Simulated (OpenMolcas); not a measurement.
What dynamic correlation does to the levels of Kr²⁺

* Program: OpenMolcas 26.06
* Basis: ANO-R2 [6s5p4d3f1g]
* Scalar Hamiltonian: X2C, finite nucleus
* Active space: 4 electrons in 3 orbitals (4p)
* State averaging: 2S+1 = 3 even, 3 roots; 2S+1 = 1 even, 6 roots
* Spin-orbit coupling: state interaction with AMFI integrals over the reference wave functions, term energies averaged over their components

Methods on the same reference wave functions:
A. CASSCF
B. SS-CASPT2, IPEA 0.25 Eh, imaginary shift 0.1 Eh (closed shells correlated: 3d 4s)

Energies in cm⁻¹ above 4s² 4p⁴ ³P₂, the measured ground level; measured values from Saloman, J. Phys. Chem. Ref. Data 36, 215 (2007).

```json
{"Level": "4s² 4p⁴ ³P₂", "A": "0.0", "B": "0.0", "Measured": "0.0"}
{"Level": "4s² 4p⁴ ³P₁", "A": "4069", "B": "4140", "Measured": "4548"}
{"Level": "4s² 4p⁴ ³P₀", "A": "5086", "B": "5000", "Measured": "5313"}
{"Level": "4s² 4p⁴ ¹D₂", "A": "17055", "B": "14750", "Measured": "14644"}
{"Level": "4s² 4p⁴ ¹S₀", "A": "38987", "B": "33860", "Measured": "33080"}
```

Deviations, from unrounded energies. A percentage is the sum of absolute deviations over the sum of measured energies, with the sign that they share, or ± where signs differ.

```
                        Against measurement  Levels      A     B
             mean absolute deviation (cm-1)       4   2300   400
      fine structure of the ground term (%)       2   -7.2  -7.3
other terms of the ground configuration (%)       2  +17.4  +1.8
```

B lies closest to measurement on these levels. The largest miss of B in the table is 4s² 4p⁴ ¹S₀, by +780 cm-1. The ranking rests on the paired levels alone, and a cruder setting can come out closer through cancelling errors.

From A to B the spin-free energies of the other terms of 4s² 4p⁴ shown, above ³P, scale by factors of 0.83 to 0.85.

The lowest spin-free term lies below A's lowest term by 0.580 hartree in B.

CASPT2 breaks the degeneracy within a term, and the mean is taken; among the terms shown or strongly mixed into the levels shown the widest spread is 160 cm-1 (4s² 4p⁴ ¹D, B). With the s shell closed, the reference lacks s² → p² mixing. Computed and measured levels are paired by configuration, term and J; levels that our copy of the source lacks, or whose pairing is in doubt (as where it misses far off the trend of its configuration), stay unpaired and out of the deviations. Only configurations of the active space appear.
